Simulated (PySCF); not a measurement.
Molfile (atoms numbered from 1):
```
C5H3F2OS
     RDKit          3D

 12 12  0  0  0  0  0  0  0  0999 V2000
   -2.2072   -0.5809    1.1630 F   0  0  0  0  0  0  0  0  0  0  0  0
   -1.6724   -0.1988   -0.0516 C   0  0  0  0  0  0  0  0  0  0  0  0
   -2.0707   -1.2188   -0.8932 F   0  0  0  0  0  0  0  0  0  0  0  0
   -0.2224    0.0011   -0.0171 C   0  0  0  0  0  0  0  0  0  0  0  0
    0.8045   -0.9124    0.3345 C   0  0  0  0  0  0  0  0  0  0  0  0
    1.9741   -0.2412    0.2038 C   0  0  0  0  0  0  0  0  0  0  0  0
    1.7553    1.0396   -0.2081 O   0  0  0  0  0  0  0  0  0  0  0  0
    0.4108    1.1997   -0.3472 C   0  0  0  0  0  0  0  0  0  0  0  0
   -0.2498    2.6562   -0.8436 S   0  0  0  0  0  0  0  0  0  0  0  0
   -2.1915    0.7165   -0.3699 H   0  0  0  0  0  0  0  0  0  0  0  0
    0.6748   -1.9324    0.6423 H   0  0  0  0  0  0  0  0  0  0  0  0
    2.9956   -0.5293    0.3611 H   0  0  0  0  0  0  0  0  0  0  0  0
  1  2  1  0
  2  3  1  0
  2  4  1  0
  4  5  1  0
  5  6  2  0
  6  7  1  0
  7  8  1  0
  8  9  1  0
  8  4  2  0
  2 10  1  0
  5 11  1  0
  6 12  1  0
M  CHG  1   9  -1
M  END
```

Geometry: GFN2-xTB; GIAO absolute shieldings from PySCF, gas phase, non-relativistic, averaged over equivalent atoms.

At PBE0/pcSseg-1 (175 basis functions, 23 s wall time on 1 thread of an Intel Xeon, shared host):
| atoms | σ (ppm) |
| --- | --- |
| F1/F3 | 300.1 |
| C8 | -1.7 |
| C6 | 55.7 |
| C2 | 60.6 |
| C5 | 73.0 |
| C4 | 76.1 |
| O7 | 22.9 |
| S9 | 588.4 |
| H10 | 24.24 |
| H12 | 25.22 |
| H11 | 25.47 |

**Question.** Estimate the result of repeating the calculation with PBE0/IGLO-II.

**Answer.** 
```
atoms  σ at PBE0/IGLO-II  change
F1/F3              302.2    +2.1
   C8                0.7    +2.4
   C6               60.0    +4.3
   C2               62.6    +2.0
   C5               76.1    +3.1
   C4               78.8    +2.7
   O7               29.4    +6.5
   S9              582.4    -6.0
  H10              24.72   +0.48
  H12              25.75   +0.53
  H11              25.94   +0.47
```

The largest change is at O7 (aromatic ring oxygen). Cost: 229 basis functions, 32 s wall time on 1 thread of an Intel Xeon, shared host. The order of the carbon signals is the same at both levels.
